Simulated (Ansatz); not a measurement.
```yaml
crystal:
  periodic: [false, false, false]
  atoms:
    - {symbol: In, position_ang: [0.072859, -0.086346, -2.436354]}
    - {symbol: N, position_ang: [0.007828, -0.194058, -0.161938]}
    - {symbol: C, position_ang: [0.003098, -1.165799, 0.768497]}
    - {symbol: C, position_ang: [-0.045842, -0.592488, 2.055182]}
    - {symbol: C, position_ang: [-0.070205, 0.788520, 1.834984]}
    - {symbol: N, position_ang: [-0.036585, 0.976224, 0.496611]}
    - {symbol: H, position_ang: [0.034755, -2.218735, 0.465904]}
    - {symbol: H, position_ang: [-0.061562, -1.110670, 3.018773]}
    - {symbol: H, position_ang: [-0.108537, 1.636051, 2.527853]}
    - {symbol: H, position_ang: [-0.040424, 1.835396, -0.088018]}
    - {symbol: Cl, position_ang: [2.149088, -1.042459, -3.025713]}
    - {symbol: Cl, position_ang: [0.004887, 2.328095, -2.309830]}
    - {symbol: Cl, position_ang: [-1.909348, -1.153722, -3.145970]}
basis:
  gaussian: {orbitals: def2-TZVP, initial_orbitals: start.molden}
total_charge: 1
magnetization: {spin_polarized: true, initial_magnetization: 1}
hamiltonian: {xc: {name: wB97M-V}}
scf: {omitted_lower_state_checks: [starts]}
output: {orbitals: {seedname: orbitals}}
```

The file start.molden holds the orbitals of an earlier run on this structure, at another level or in another basis.

```sh
$ ansatz run in.yaml --threads 4 --pin off --events-out ev --progress --plain --max-ram 4787MiB
```

(1) Does this run fit into the memory that it is given?

Answers

(1) No. It has 340 basis functions, and Ansatz plans for 7 GiB where 5 GiB are given.
